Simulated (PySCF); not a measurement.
`C[P@H](=[Se])CP`, C2H8P2Se

Geometry (Å), atoms numbered from 1 in this order:
```xyz
13

C     1.9790    0.0394   -0.3668
P     0.3758    0.3845    0.4426
Se    0.3817    0.1989    2.5111
C    -0.8529   -0.6340   -0.4765
P    -2.6258   -0.2405   -0.0421
H     2.2652   -0.9863   -0.1307
H     1.9247    0.1764   -1.4450
H     2.7230    0.7117    0.0599
H     0.0765    1.6646   -0.0411
H    -0.7108   -0.4961   -1.5530
H    -0.6642   -1.6869   -0.2382
H    -2.4244   -0.2792    1.3365
H    -2.4522    1.1479   -0.0745
```

Computed with GIAO PBE/pcSseg-1 magnetisability, rotational g tensor and spin-rotation constants, non-relativistic, gas phase (PySCF). Geometry: GFN2-xTB.

The calculation is non-relativistic, which matters for the atoms heavier than Zn.

Q: Give the nuclear spin-rotation constants along the inertial axes (H = +C I·J) beside the isotropic shieldings.

A: Rotational constants 2.4145, 1.1806, 0.8330 GHz. A star marks the isotopologue with that one atom substituted, in its own axes.
```
atom  isotope  Caa (kHz)  Cbb (kHz)  Ccc (kHz)  mean (kHz)  σ (ppm)
  P2      31P      3.704      1.850      1.566       2.374    286.7
  P5      31P      2.979      1.368      0.899       1.749    492.2
  H6       1H     -0.283     -0.131      0.021      -0.131     29.9
  H7       1H     -0.126     -0.044     -0.094      -0.088     29.9
  H8       1H     -0.023     -0.123     -0.069      -0.072     29.6
  H9       1H     -0.190     -0.110      0.055      -0.082     24.5
 H10       1H     -0.175     -0.022     -0.093      -0.097     29.8
 H11       1H     -0.271     -0.151      0.020      -0.134     30.5
 H12       1H     -0.069     -0.034     -0.085      -0.062     27.7
 H13       1H     -0.246     -0.132      0.017      -0.120     29.5
  C1     13C*      0.404      0.156      0.153       0.238    154.7
 Se3    77Se*      2.496      1.295      0.627       1.473   2182.9
  C4     13C*      0.329      0.212      0.136       0.225    156.6
```
For the geometry as given, no vibrational averaging.
